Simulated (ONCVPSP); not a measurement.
# Configuration tests for Cl (ONCV)

| Quantity | Value |
| --- | --- |
| Element | Cl |
| Generator | ONCVPSP 4.0.1 |
| Type | optimised norm-conserving Vanderbilt (ONCV) |
| Functional | PBEsol |
| Relativity | scalar-relativistic |
| Frozen core | [Ne] |
| Valence charge | 7 |
| Reference configuration | 3s1.75 3p5.25 |
| Partial waves | 3s: rc 1.40 bohr, ncon 4, nbas 7, qcut 4.3 1/bohr, 1 projector; 3p: rc 1.00 bohr, ncon 3, nbas 8, qcut 7.7 1/bohr, 2 projectors, debl 2.1 Ha |
| Local potential | polynomial inside 0.75 bohr (lpopt 1, dvloc0 -1 Ha) |
| Core correction | Teter function, fcfact 5.75, rcfact 1.7 |

Energies are relative to the spin-unpolarised reference configuration 3s1.75 3p5.25; without spin polarisation the order of configurations can differ from experiment.

| valence configuration | charge | ΔE all-electron (eV) | error AE − PS (meV) |
| --- | --- | --- | --- |
| 3s2 3p5 | 0 | -3.018 | -1.2 |
| 3s2 3p4 | +1 | 10.818 | -1.8 |
| 3s2 3p3 | +2 | 36.216 | +20 |
| 3s2 3p1 | +4 | 126.665 | +259 |

Levels in the configuration 3s2 3p1:

| level | all-electron (eV) | pseudo (eV) |
| --- | --- | --- |
| 3s | -73.691 | -73.607 |
| 3p | -59.483 | -59.246 |

Note: no bound ghost flagged; GHOST(+) flagged for s at 3.9 eV.
